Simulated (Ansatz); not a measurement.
CH$_{4}$O$_{3}$Si (`O[Si]1(O)CO1`). The species carries charge 0 and has multiplicity 1.

| atom | x (Å) | y (Å) | z (Å) |
| --- | --- | --- | --- |
| O1 | 0.069 | -1.701 | -0.969 |
| Si2 | 0.222 | -0.445 | 0.041 |
| O3 | 0.818 | -1.106 | 1.394 |
| C4 | -0.674 | 1.104 | -0.063 |
| O5 | 0.780 | 0.992 | -0.499 |
| H6 | -0.175 | -1.499 | -1.874 |
| H7 | 1.071 | -0.502 | 2.094 |
| H8 | -0.789 | 1.789 | 0.775 |
| H9 | -1.323 | 1.367 | -0.897 |

**Question.** List the harmonic frequencies (cm⁻¹, unscaled) at PBE0-D4/def2-TZVP in Ansatz. (Estimate.)

**Answer.** Ansatz gave: 128, 249, 298, 303, 333, 359, 649, 727, 766, 801, 851, 865, 1026, 1091, 1095, 1156, 1469, 3097, 3169, 3930, 3930.

**Question.** Is this a minimum?

**Answer.** Yes, all 21 modes are real.

**Question.** Give the ideal-gas thermochemistry at 298.15 K and 1 bar (rigid rotor, harmonic oscillator; point group Cs, symmetry number 1).

**Answer.** Zero-point energy 157.3 kJ/mol; H(298) − E = 176.1 kJ/mol; entropy 321.9 J/(mol·K), of which translation 165.3, rotation 108.1, vibration 48.6; G(298) − E = 80.1 kJ/mol.

**Question.** And at 400, 500, 600, 800 and 1000 K?

**Answer.** 
```tsv
T (K)	H − E (kJ/mol)	S (J/mol/K)	G − E (kJ/mol)
400	187.1	353.7	45.6
500	199.6	381.6	8.8
600	213.4	406.6	-30.6
800	243.3	449.5	-116.3
1000	275.6	485.5	-209.9
```
